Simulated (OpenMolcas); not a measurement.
# Ru4+ in octahedral coordination: ligands and hosts compared

```json
{"Program": "OpenMolcas 26.06", "Method": "SS-CASPT2, IPEA 0.25 Eh, imaginary shift 0.1 Eh", "Active space": "4 electrons in 5 orbitals (4d)", "Spin-orbit coupling": "RASSI with atomic mean-field integrals over the reference wave functions"}
```

Distances were set from a Shannon-type radius of the metal (high-spin where two are listed) plus a fixed donor radius (F 1.31, H2O 1.36 Å), in hosts weighted 0.65 to 0.35 with the host's distance in the model lattice. Anionic complexes are neutralised by point charges, and hosts are embedded clusters. Ligand basis ANO-RCC-VDZP. States (labels of the rotation group of each site). Energies in cm-1 above the lowest state or level, χT in cm3 K/mol; under a threefold ground state the first gap can be a small split of the lowest multiplet, not the spin-orbit step.

```tsv
Ligand or host	R (Å)	Metal basis	Outer charge (e at Å behind ligand)	Ground state	First state of that spin	First gap with spin-orbit (degeneracies)	χT at 300 K	First state of another spin
F	1.93	ANO-RCC-VTZP	0.33 at 3.2	3T1	3E 25070	810 (1, 3)	0.998	1T2 6570
K2NaGaF6	1.933	ANO-RCC-VTZP		3T1	3E 26390	800 (1, 3)	0.998	1T2 6240
H2O	1.98	ANO-RCC-VDZP		3T1	3E 27030	800 (1, 3)	0.984	1T2 6370
Cs2GeF6	1.886	ANO-RCC-VTZP		3T1	3E 29030	790 (1, 3)	1.006	1T2 6340
```

The rows also differ in their metal basis and outer charges, so part of each step comes from that.

The first state of the same spin rises in the order F < K2NaGaF6 < H2O < Cs2GeF6, by a factor of 1.16 from first to last.

Roots that are degenerate in the reference are averaged as groups; the widest CASPT2 spread within a group is 990 cm-1 (the 3-fold group of multiplicity 1 near 98100 cm-1 above the lowest state of its run, K2NaGaF6). Shifts and gaps below about the spread of the groups concerned are not significant. Over all roots computed the reference weight is 0.66 to 0.69 in F, 0.67 to 0.71 in K2NaGaF6, 0.66 to 0.69 in H2O, 0.67 to 0.70 in Cs2GeF6; a low but even weight reflects the number of correlated electrons. An orbital triplet at a regular site is open to Jahn-Teller coupling, which can distort the site and quench the lowest spin-orbit gaps and is left out. Ligand-to-metal charge-transfer states are missing. With no ligand orbital active B as a rule stays too high, so bands that hang on it stand too high and its fall with covalency is understated. With one d shell and no ligand orbital active, 10Dq can be off by a tenth or more. This shell can be high or low spin here, a state of another spin lies low, and with metal d orbitals alone active their balance is uncertain, so the ground spin may be wrong, although the usual error favours high spin (holds for F). The least metal-like active orbital is 76 % on the metal (Löwdin) and no ligand orbital is active, so the numbers are rough (holds for F). The least metal-like active orbital is 75 % on the metal (Löwdin) and no ligand orbital is active, so the numbers are rough (holds for K2NaGaF6). The least metal-like active orbital is 74 % on the metal (Löwdin) and no ligand orbital is active, so the numbers are rough (holds for H2O; Cs2GeF6). No measured value stands beside these numbers; the geometry was imposed, not optimised, and the real ion may take another.
